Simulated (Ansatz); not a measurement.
## A relaxation, step by step

SiH$_{2}$SeF$_{2}$, closed shell, PBE0-D4/def2-TZVP (Ansatz 0.2.0). Settings:

```yaml
hamiltonian: {xc: pbe0, dispersion: d4}
relax: {f_tol: 0.005, max_steps: 200}
```

Start, a step off a saddle point along its unstable mode:

```
6
angstrom
Si -0.1579 -1.2432 0.0860
F -1.7497 -1.1735 0.3159
F -0.0618 -0.8813 -1.5109
H 0.5447 0.1260 0.9220
Se 0.2833 1.5932 0.7013
H 1.1413 1.5788 -0.5144
```

```tsv
step	energy less the last (meV)	largest force component (eV/Å)
1	563.9	1.489
5	229.4	0.529
9	111.0	0.352
13	19.7	0.135
17 (rejected trial)	15.2	0.150
21	11.2	0.004
25	10.8	0.054
29	10.0	0.084
33	8.2	0.084
37	5.2	0.044
41	2.9	0.082
45	1.1	0.035
49	0.3	0.076
53	0.1	0.012
57	0.0	0.009
59	0.0	0.002
```

Step 5, positions (Å) and forces (eV/Å):

```tsv
atom	x	y	z	Fx	Fy	Fz
Si1	-0.294	-1.460	-0.038	-0.272	-0.028	-0.529
F2	-1.880	-1.357	0.186	0.127	-0.012	0.069
F3	-0.233	-1.252	-1.641	0.080	-0.022	0.423
H4	0.777	0.439	1.106	0.126	-0.003	0.100
Se5	0.441	1.844	0.826	-0.048	0.057	-0.104
H6	1.188	1.786	-0.438	-0.014	0.008	0.041
```

Step 9, positions (Å) and forces (eV/Å):

```
atom       x       y       z      Fx      Fy      Fz
 Si1  -0.455  -1.619  -0.104   0.129   0.043   0.324
  F2  -2.037  -1.437   0.038  -0.192   0.021   0.040
  F3  -0.261  -1.242  -1.643   0.072   0.081  -0.352
  H4   1.265   0.800   1.410   0.051   0.076  -0.006
 Se5   0.332   1.725   0.755  -0.095  -0.191   0.004
  H6   1.155   1.772  -0.457   0.035  -0.030  -0.010
```

Step 41, positions (Å) and forces (eV/Å):

```tsv
atom	x	y	z	Fx	Fy	Fz
Si1	-0.548	-1.513	0.049	-0.021	-0.048	0.023
F2	-2.002	-0.905	-0.318	0.034	0.017	-0.004
F3	0.229	-1.211	-1.340	-0.004	0.024	-0.002
H4	1.671	0.840	1.071	-0.082	0.019	-0.016
Se5	0.253	1.223	0.981	0.076	-0.003	-0.077
H6	0.398	1.566	-0.443	-0.003	-0.010	0.076
```

Last step (59):

```xyz
6
angstrom
Si -0.6110 -1.5147 0.0837
F -1.9398 -0.7658 -0.4570
F 0.3550 -1.2977 -1.1986
H 1.7098 0.8057 0.8600
Se 0.3015 1.1709 1.0552
H 0.1844 1.6016 -0.3432
```

Hardware: 4 CPU threads of an Arm Neoverse V1, shared host. Wall time about 2.3 min.
